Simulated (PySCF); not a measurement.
Run record: geometry optimisation, `COC1=CC=CN=C1`.

Computed with PBE0-D3(BJ)/def2-SVP geometry optimisation, gas phase (PySCF 2.14.0). Start geometry: GFN2-xTB. A driver script takes a list of jobs; this job's settings line and coordinates (Å) are shown.

Input:
```
{"job": {"xc": "PBE0", "basis": "def2-SVP", "d3": "d3bj", "grid": 1, "kind": "geom"}, "charge": 0, "multiplicity": 1}
C      2.564857    -0.207023    -0.148211
O      1.526804     0.744610    -0.123780
C      0.246352     0.302219    -0.028582
C     -0.755402     1.276191    -0.004188
C     -2.073589     0.880063     0.091503
C     -2.353619    -0.478907     0.157166
N     -1.414120    -1.404463     0.135073
C     -0.149042    -1.032826     0.046708
H      2.584435    -0.803698     0.769129
H      3.486726     0.367477    -0.224628
H      2.479293    -0.872367    -1.013022
H     -0.473745     2.316401    -0.060433
H     -2.868032     1.609735     0.115097
H     -3.368956    -0.843610     0.230215
H      0.563625    -1.845812     0.036040
```

Output:
```
step   0  E = -362.13515613  max force = 0.010952
step   1  E = -362.13650027  max force = 0.001513
step   2  E = -362.13651251  max force = 0.000718
step   3  E = -362.13651538  max force = 0.000954
step   4  E = -362.13652188  max force = 0.000218
optimisation converged
```

Energies in Eh; «max force» is the largest Cartesian gradient component in Eh/bohr.

Task: Give the first gradient maximum in eV/Å.

Result: With 1 Eh/bohr = 51.422 eV/Å, 0.563 eV/Å.

Task: How much energy does the optimisation release, in eV?

Result: E(step 0) − E(last step) = 0.001366 Eh, which is 0.037 eV.

Summary of the converged run: final energy -362.13652 Eh after 4 steps; dipole 1.85 D.

Task: Give the final coordinates.

Result: 0.019 Å rms from the input after alignment:
```
atom  x, y, z in Å
C1     2.1910   -0.3537   -0.2943
O2     1.1730    0.6095   -0.2672
C3    -0.1051    0.1965   -0.1970
C4    -1.0959    1.1854   -0.1863
C5    -2.4244    0.7971   -0.1133
C6    -2.7253   -0.5668   -0.0531
N7    -1.7908   -1.5076   -0.0637
C8    -0.5126   -1.1441   -0.1338
H9     2.1972   -0.9709    0.6212
H10    3.1394    0.1941   -0.3594
H11    2.1023   -1.0197   -1.1705
H12   -0.7956    2.2342   -0.2360
H13   -3.2235    1.5418   -0.1031
H14   -3.7658   -0.9047    0.0059
H15    0.2221   -1.9552   -0.1396
```

The run took 45 s of wall time on one thread of an Arm Neoverse V1, no GPU, shared host.
Labels such as C1 count atoms from 1, the log's own numbers from 0.
